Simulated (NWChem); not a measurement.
SiH₃SeF; SMILES F[SiH2][SeH]

```xyz
6

Si     0.5403     1.1178    -0.0057
F     -0.7118     2.1364     0.0378
Se    -0.0958    -1.0739     0.0335
H      1.3495     1.2995     1.2213
H      1.3003     1.4122    -1.2427
H     -0.5504    -1.0765    -1.3769
```
Atoms are numbered in this order, from 1.

Program: NWChem. Coordinates come from a B3LYP/6-31G* (spherical d) optimisation.

For level PBE/def2-SVP:

highest occupied level (eV): -6.18
orbital gap (eV): 5.34

Problem. Estimate the same quantities for level B3LYP/def2-SVP.

Solution. 
| Quantity | Result |
|---|---|
| highest occupied level (eV) | -7.08 |
| orbital gap (eV) | 6.92 |
